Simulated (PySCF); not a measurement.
GeH8Si2.
SMILES: `[SiH3][SiH2][GeH3]`

Computed, not measured: PBE0-D3(BJ)/def2-SVP geometry optimisation, gas phase in PySCF 2.14.0.

Masses are those of the commonest isotopes; rigid-rotor values at the optimised geometry. 

(1) Give the principal moments of inertia and the rotational constants in MHz.

(2) What kind of rotor is it?

(3) What does the inertial defect say?

(4) Give the other two planar moments, Paa and Pbb, and the rms extents of the mass along the axes.

(5) Give the coordinates in the principal-axis frame, origin at the centre of mass.

## Answers

(1) Ia = 60.80, Ib = 373.40, Ic = 416.02 u·Å²; 505379 MHz·u·Å²/I gives A = 8313, B = 1353, C = 1215 MHz.

(2) A near-prolate asymmetric top; Ray's κ = -0.961.

(3) Not planar: Δ = Ic − Ia − Ib = -18.17 u·Å². For a rigid frame Δ = −2 Σ m c², so Σ m c² = 9.09 u·Å² lies off the ab plane, practically all of it from hydrogen. The atom farthest from that plane is 1.27 Å away.

(4) Paa = Σ m a² = (Ib + Ic − Ia)/2 = 364.31 and Pbb = Σ m b² = (Ia + Ic − Ib)/2 = 51.71 u·Å². With the mass M = 137.94 u, the rms extents √(P/M) along a, b and c are 1.63, 0.61, 0.26 Å.

(5) The sense of each axis is arbitrary; atoms in the order of the calculation.
```json
{"atom": "Si1", "mass (u)": "27.977", "a (Å)": "2.543", "b (Å)": "0.516", "c (Å)": "0.000"}
{"atom": "Si2", "mass (u)": "27.977", "a (Å)": "0.755", "b (Å)": "-0.999", "c (Å)": "0.000"}
{"atom": "Ge3", "mass (u)": "73.921", "a (Å)": "-1.318", "b (Å)": "0.180", "c (Å)": "0.000"}
{"atom": "H4", "mass (u)": "1.008", "a (Å)": "3.859", "b (Å)": "-0.194", "c (Å)": "-0.027"}
{"atom": "H5", "mass (u)": "1.008", "a (Å)": "2.444", "b (Å)": "1.402", "c (Å)": "-1.201"}
{"atom": "H6", "mass (u)": "1.008", "a (Å)": "2.477", "b (Å)": "1.367", "c (Å)": "1.228"}
{"atom": "H7", "mass (u)": "1.008", "a (Å)": "0.828", "b (Å)": "-1.881", "c (Å)": "1.208"}
{"atom": "H8", "mass (u)": "1.008", "a (Å)": "0.827", "b (Å)": "-1.866", "c (Å)": "-1.219"}
{"atom": "H9", "mass (u)": "1.008", "a (Å)": "-1.436", "b (Å)": "1.037", "c (Å)": "-1.274"}
{"atom": "H10", "mass (u)": "1.008", "a (Å)": "-1.397", "b (Å)": "1.115", "c (Å)": "1.222"}
{"atom": "H11", "mass (u)": "1.008", "a (Å)": "-2.508", "b (Å)": "-0.795", "c (Å)": "0.050"}
```

The dipole components are |μa| = 0.02 D, |μb| = 0.07 D, |μc| = 0.01 D.

No frequency check. Constants of a rigid frame at the computed geometry: no zero-point averaging, no centrifugal distortion. A rigid rotor knows nothing of internal rotation, which can split or shift real lines.

On one thread, Arm Neoverse V1 (aarch64) (shared host), this took 22 s and 0.43 GiB of memory at its peak. That covers the optimisation of the geometry.
